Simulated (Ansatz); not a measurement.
Consider the formal exchange of groups at a B–C bond: `CBCSC` + `[SiH3]BCl` → `CBB([SiH3])Cl` + `CSC`.

Program: Ansatz. Geometries: PBE0-D4/def2-TZVP. ΔE: electronic, gas phase. CCSD(T)/CBS adds triple-zeta CCSD(T) − MP2 to the extrapolated MP2 energy (def2 sets, frozen cores). This one scheme is used for every species. Functionals use def2-TZVPP. B3LYP here is the variant with VWN-RPA as its local correlation; programs differ in this. Each species was taken in one conformer, which may not be the lowest.

```
          level  ΔE (kcal/mol)  difference from CCSD(T)/CBS
       B3LYP-D4            2.3                         -1.2
        ωB97X-V            3.2                         -0.3
        ωB97M-V            3.9                          0.4
            PBE            1.2                         -2.3
           PBE0            2.0                         -1.5
  HF/def2-TZVPP            3.8                          0.3
CCSD/def2-TZVPP            3.6                          0.1
  HF/def2-QZVPP            3.8                          0.3
   HF/CBS(def2)            3.8                          0.3
 CCSD/CBS(def2)            3.5                          0.0
    CCSD(T)/CBS            3.5                            0
```

Largest T1 diagnostic among the species: 0.014.

From PBE to PBE0 (25 % exact exchange), in def2-TZVPP and without D4, ΔE moves by +0.8 kcal/mol.
